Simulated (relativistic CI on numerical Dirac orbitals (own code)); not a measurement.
## Ag3+: L2,3 absorption edge

Computed with this model: Dirac-Coulomb-Breit CI, separate exchange-only KLI orbitals for each configuration, QED by a radiative potential, valence Slater integrals scaled by 0.9, multiplet model of core-to-valence dipole absorption; configurations [Kr] 4d8 → [He] 2s2 2p5 3s2 3p6 3d10 4s2 4p6 4d9; 300 K; Lorentzian 1.6 eV and Gaussian 0.5 eV FWHM. Energies are those of the free ion, without screening or charge transfer. The branching ratio is the share of the lower-energy edge in the whole absorption, uncertain by about 0.02 where the edges overlap. S is read from ⟨S²⟩ = S(S + 1).

Field parameters in Wybourne normalisation: Td as Oh with Dq negative (B⁴₀ = 21Dq, B⁴₄ = √(5/14) B⁴₀). The field is a parameter set, without covalency.

Case free ion, the dichroism is that of the ground state at zero temperature, magnetised by exchange field 10 meV on Sz. The dichroism I(Δm = −1) − I(Δm = +1), over the sum of the three polarisations, integrates to -0.6993 on the lower edge and -0.0516 on the upper edge. The branching ratio is 0.949.

Use the orbital sum rule with 2 holes to get ⟨Lz⟩.

For a p → d edge ⟨Lz⟩ = 2 × n_h × (sum of both integrals) in this sign convention = -3.00; the ground state itself has ⟨Lz⟩ = -3.01 and ⟨Sz⟩ = -0.99. The rule assumes one radial integral for both edges, which relativistic orbitals only approach.
